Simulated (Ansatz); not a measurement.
```xyz
10

C     0.4424    1.2925   -1.1591
Se    1.4197    0.5700    0.3747
Si   -0.3040   -0.5752    1.2851
S    -1.1816   -1.9945   -0.0512
H    -0.0545    0.4836   -1.6910
H     1.1834    1.7604   -1.8045
H    -0.2798    2.0354   -0.8271
H    -1.4482    0.3055    1.6299
H     0.2578   -1.2123    2.5010
H    -0.0353   -2.6653   -0.2577
```

Total charge 0; spin multiplicity 1.

List the r2SCAN/def2-TZVPP orbital energies in eV (Ansatz 0.2.0). (An estimate is asked.)

Computed: Occupied: -12334.00, -2409.22, -1791.98, -1574.66, -1411.90, -1411.87, -1411.83, -273.95, -213.67, -210.78, -157.74, -157.66, -157.54, -154.24, -154.13, -153.96, -142.34, -97.23, -97.19, -97.16, -54.60, -54.59, -54.45, -54.37, -54.35, -19.84, -19.10, -16.52, -13.31, -11.07, -10.96, -10.77, -9.33, -8.91, -8.71, -7.79, -6.66, -5.87. Lowest empty: -0.91, -0.22, -0.02, 0.13, 1.02, 1.19, 2.07, 2.87.
